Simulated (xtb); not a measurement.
A run for xtb: GFN1-xTB on C2H8O2 (a complex).

```
$ xtb mol.xyz --gfn 1 --sp --chrg 0 --uhf 0
12

C      0.67965386     0.15442824    -0.06062472
O     -0.51370295     0.21170296     0.72398516
H      1.01781459    -0.87471143    -0.20691514
H      1.44326810     0.69474244     0.49463225
H      0.53995054     0.63631019    -1.03192095
H     -1.21288817    -0.27053569     0.27076375
C      0.48912378     0.17789986     4.15912212
O      0.38792897    -0.85802879     3.20127397
H      1.08770329     1.02339449     3.79746460
H      0.98302131    -0.23517017     5.03906794
H     -0.49285083     0.55859663     4.46533988
H     -0.03730701    -0.49995815     2.40551307
```

Program output:

```
[...]
           -------------------------------------------------
          |                Calculation Setup                |
           -------------------------------------------------



molecular fragmentation (1/2 indicates fragments):
111111222222
# atoms in fragment 1/2:     6     6
 fragment masses (1/2) :       32.04       32.04
CMA distance (Bohr)    :   6.399
constraining FC (au)   :  0.0500

           -------------------------------------------------
          |                 G F N 1 - x T B                 |
           -------------------------------------------------

        Reference                      10.1021/acs.jctc.7b00118
      * Hamiltonian:
        H0-scaling (s, p, d)           1.850000    2.250000    2.000000
        zeta-weighting                 0.000000
      * Dispersion:
        s8                             2.400000
        a1                             0.630000
        a2                             5.000000
        s9                             0.000000
      * Repulsion:
        kExp                           1.500000
        rExp                           1.000000
      * Coulomb:
        alpha                          2.000000
        third order                    atomic
        anisotropic                    false
      * Halogen bond correction:
        rad-scale                      1.300000
        damping                        0.440000


          ...................................................
          :                      SETUP                      :
          :.................................................:
          :  # basis functions                  32          :
          :  # atomic orbitals                  32          :
          :  # shells                           24          :
          :  # electrons                        28          :
          :  # halogen bonds                     0          :
          :  max. iterations                   250          :
          :  Hamiltonian                  GFN1-xTB          :
          :  restarted?                      false          :
          :  GBSA solvation                  false          :
          :  PC potential                    false          :
          :  electronic temp.          300.0000000     K    :
          :  accuracy                    1.0000000          :
          :  -> integral cutoff          0.2500000E+02      :
          :  -> integral neglect         0.1000000E-07      :
          :  -> SCF convergence          0.1000000E-05 Eh   :
          :  -> wf. convergence          0.2000000E-04 e    :
          :  Broyden damping             0.4000000          :
          :  net charge                          0          :
          :  unpaired electrons                  0          :
          ...................................................

 iter      E             dE          RMSdq      gap      omega  full diag
   1    -18.0436936 -0.180437E+02  0.635E+00    8.70       0.0  T
   2    -18.0719466 -0.282530E-01  0.379E+00    8.25       1.0  T
   3    -18.0724104 -0.463815E-03  0.783E-01    7.93       1.0  T
   4    -18.0735191 -0.110873E-02  0.135E-01    7.96       1.0  T
   5    -18.0736514 -0.132333E-03  0.311E-02    7.93       1.0  T
   6    -18.0736551 -0.363457E-05  0.970E-03    7.94       3.0  T
   7    -18.0736557 -0.643806E-06  0.240E-04    7.94     120.3  T
   8    -18.0736557 -0.233495E-09  0.903E-05    7.94     319.6  T
   9    -18.0736557  0.525446E-11  0.651E-05    7.94     443.2  T

   *** convergence criteria satisfied after 9 iterations ***

         #    Occupation            Energy/Eh            Energy/eV
      -------------------------------------------------------------
         1        2.0000           -0.7860711             -21.3901
       ...           ...                  ...                  ...
         8        2.0000           -0.5685828             -15.4719
         9        2.0000           -0.5482378             -14.9183
        10        2.0000           -0.5392019             -14.6724
        11        2.0000           -0.5055008             -13.7554
        12        2.0000           -0.4810929             -13.0912
        13        2.0000           -0.4663011             -12.6887
        14        2.0000           -0.4384012             -11.9295 (HOMO)
        15                         -0.1467033              -3.9920 (LUMO)
        16                         -0.1268018              -3.4505
        17                         -0.1222393              -3.3263
        18                         -0.0864963              -2.3537
        19                         -0.0782119              -2.1283
       ...                                ...                  ...
        32                          0.4568591              12.4318
      -------------------------------------------------------------
                  HL-Gap            0.2916979 Eh            7.9375 eV
             Fermi-level           -0.2925523 Eh           -7.9608 eV

 SCC (total)                   0 d,  0 h,  0 min,  0.020 sec
 SCC setup                      ...        0 min,  0.001 sec (  2.717%)
 Dispersion                     ...        0 min,  0.000 sec (  0.791%)
 classical contributions        ...        0 min,  0.000 sec (  0.534%)
 integral evaluation            ...        0 min,  0.005 sec ( 26.422%)
 iterations                     ...        0 min,  0.005 sec ( 25.363%)
 molecular gradient             ...        0 min,  0.008 sec ( 40.919%)
 printout                       ...        0 min,  0.001 sec (  2.710%)

         :::::::::::::::::::::::::::::::::::::::::::::::::::::
         ::                     SUMMARY                     ::
         :::::::::::::::::::::::::::::::::::::::::::::::::::::
         :: total energy             -17.929298971081 Eh    ::
         :: gradient norm              0.019602536761 Eh/a0 ::
         :: HOMO-LUMO gap              7.937503245756 eV    ::
         ::.................................................::
         :: SCC energy               -18.073655727893 Eh    ::
         :: -> electrostatic           0.088206820478 Eh    ::
         :: repulsion energy           0.146803123075 Eh    ::
         :: dispersion energy         -0.002446366263 Eh    ::
         :: halogen bond corr.         0.000000000000 Eh    ::
         :: add. restraining           0.000000000000 Eh    ::
         :: total charge              -0.000000000000 e     ::
         :::::::::::::::::::::::::::::::::::::::::::::::::::::

           -------------------------------------------------
          |                Property Printout                |
           -------------------------------------------------

    * Orbital Energies and Occupations

         #    Occupation            Energy/Eh            Energy/eV
      -------------------------------------------------------------
         1        2.0000           -0.7860711             -21.3901
         2        2.0000           -0.7460140             -20.3001
         3        2.0000           -0.6697577             -18.2250
         4        2.0000           -0.6370567             -17.3352
         5        2.0000           -0.6180555             -16.8181
         6        2.0000           -0.5910020             -16.0820
         7        2.0000           -0.5769524             -15.6997
         8        2.0000           -0.5685828             -15.4719
         9        2.0000           -0.5482378             -14.9183
        10        2.0000           -0.5392019             -14.6724
        11        2.0000           -0.5055008             -13.7554
        12        2.0000           -0.4810929             -13.0912
        13        2.0000           -0.4663011             -12.6887
        14        2.0000           -0.4384012             -11.9295 (HOMO)
Note: The following floating-point exceptions are signalling: IEEE_DENORMAL
normal termination of xtb
        15                         -0.1467033              -3.9920 (LUMO)
        16                         -0.1268018              -3.4505
        17                         -0.1222393              -3.3263
        18                         -0.0864963              -2.3537
        19                         -0.0782119              -2.1283
        20                         -0.0589625              -1.6045
        21                         -0.0526963              -1.4339
        22                         -0.0291458              -0.7931
        23                          0.0789724               2.1489
        24                          0.1374380               3.7399
        25                          0.2481125               6.7515
       ...                                ...                  ...
        32                          0.4568591              12.4318
      -------------------------------------------------------------
                  HL-Gap            0.2916979 Eh            7.9375 eV
             Fermi-level           -0.2925523 Eh           -7.9608 eV

  Mulliken/CM5 charges         n(s)   n(p)   n(d)
     1C     0.16917  0.04121   0.969  2.862  0.000
     2O    -0.56394 -0.80069   1.695  4.869  0.000
     3H     0.02140  0.07922   0.979  0.000  0.000
     4H     0.04023  0.10071   0.960  0.000  0.000
     5H     0.01663  0.07423   0.983  0.000  0.000
     6H     0.34494  0.51679   0.655  0.000  0.000
     7C     0.17702  0.05177   0.961  2.862  0.000
     8O    -0.58355 -0.80184   1.696  4.887  0.000
     9H     0.00453  0.06187   0.995  0.000  0.000
    10H     0.02261  0.08222   0.977  0.000  0.000
    11H     0.00553  0.06281   0.994  0.000  0.000
    12H     0.34544  0.53169   0.655  0.000  0.000

Wiberg/Mayer (AO) data.
largest (>0.10) Wiberg bond orders for each atom

 ---------------------------------------------------------------------------
     #   Z sym  total        # sym  WBO       # sym  WBO       # sym  WBO
 ---------------------------------------------------------------------------
     1   6 C    3.913 --     4 H    0.988     5 H    0.986     3 H    0.985
                             2 O    0.954
     2   8 O    1.939 --     1 C    0.954     6 H    0.879
     3   1 H    1.010 --     1 C    0.985
     4   1 H    1.014 --     1 C    0.988
     5   1 H    1.011 --     1 C    0.986
     6   1 H    0.890 --     2 O    0.879
     7   6 C    3.931 --    10 H    0.988     9 H    0.984    11 H    0.983
                             8 O    0.977
     8   8 O    1.895 --     7 C    0.977    12 H    0.846
     9   1 H    1.013 --     7 C    0.984
    10   1 H    1.018 --     7 C    0.988
    11   1 H    1.013 --     7 C    0.983
    12   1 H    0.901 --     8 O    0.846
 ---------------------------------------------------------------------------

Topologies differ in total number of bonds
Writing topology from bond orders to xtbtopo.mol

 dipole moment from electron density (au)
     X       Y       Z
  -0.3257   0.4384  -1.2226  total (Debye):    3.404


           -------------------------------------------------
          | TOTAL ENERGY              -17.929298971081 Eh   |
          | GRADIENT NORM               0.019602536761 Eh/α |
          | HOMO-LUMO GAP               7.937503245756 eV   |
           -------------------------------------------------

------------------------------------------------------------------------
------------------------------------------------------------------------
 total:
 SCF:
```

The run finished.

Cost: around 0.13 core-seconds (rough).
